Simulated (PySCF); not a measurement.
**Bond curve of SbN**

Set-up: Sb cc-pVTZ-PP with ECP28, N cc-pVTZ; scalar-relativistic core potentials (PySCF 2.14). Energies in eV from Sb + N in their ground configurations at the same level. State: ¹Σ⁺ (singlet), closed shell.

All columns are PBE0. A positive dipole means Sb(−)N(+).

| R (Å) | E (eV) | μ (D) | Mulliken charge on Sb (basis-dependent) | HOMO (eV) | LUMO (eV) | Mayer bond order | ⟨S²⟩ |
| --- | --- | --- | --- | --- | --- | --- | --- |
| 1.575 | -1.275 | -3.30 | 0.34 | -7.58 | -1.98 | 3.09 | 0.00 |
| 1.649 | -2.338 | -3.43 | 0.34 | -7.73 | -2.19 | 3.06 | 0.00 |
| 1.722 | -2.893 | -3.52 | 0.35 | -7.85 | -2.41 | 3.03 | 0.00 |
| 1.777 | -3.064 | -3.58 | 0.35 | -7.91 | -2.57 | 3.01 | 0.00 |
| 1.832 | -3.088 | -3.48 | 0.35 | -7.58 | -2.76 | 2.82 | 0.18 |
| 1.887 | -3.034 | -3.30 | 0.34 | -7.41 | -2.84 | 2.55 | 0.45 |
| 1.960 | -2.885 | -3.09 | 0.33 | -7.26 | -2.90 | 2.23 | 0.76 |
| 2.052 | -2.626 | -2.86 | 0.32 | -7.14 | -2.95 | 1.90 | 1.08 |
| 2.162 | -2.267 | -2.65 | 0.31 | -7.04 | -2.98 | 1.60 | 1.37 |
| 2.308 | -1.780 | -2.44 | 0.28 | -6.95 | -3.00 | 1.31 | 1.66 |

⟨S²⟩ is raised (SbN 0.13), so spin contamination touches these numbers. ⟨S²⟩ of the unrestricted solution departs from its pure value on part of the curve, where spin states mix. Spin–orbit coupling is left out, which matters for elements this heavy, above all for dissociation energies.
